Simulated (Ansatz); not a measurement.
Basis-set extrapolation for `OB(O)BS` (PBE0-D4/def2-TZVP geometry, frozen core, Ansatz 0.2.0). Multiplicity 1, RHF reference.

```csv
,def2-TZVPP,def2-QZVPP
HF,-599.181981,-599.202457
MP2 correlation,-0.849982,-0.917500
CCSD(T) correlation,-0.922315,not run
```

Energies in hartree. Use E(X) = E(∞) + A·exp(−7.88·√X) for Hartree–Fock and E(X) = E(∞) + B·X^(−2.97) for correlation, with X = 3 and 4, and add CCSD(T) minus MP2 of the smaller set to the MP2 limit.

**Question.** What is the CCSD(T) energy at the basis-set limit?

**Answer.** HF limit: -599.202457 + (-0.020476) × 0.13774 = -599.20528. MP2 limit: -0.917500 + (-0.067518) × 0.74074 = -0.96751. Higher-order term: -0.922315 − (-0.849982) = -0.07233. Total: -600.24512 hartree, 369.7 kJ/mol below CCSD(T)/def2-TZVPP.
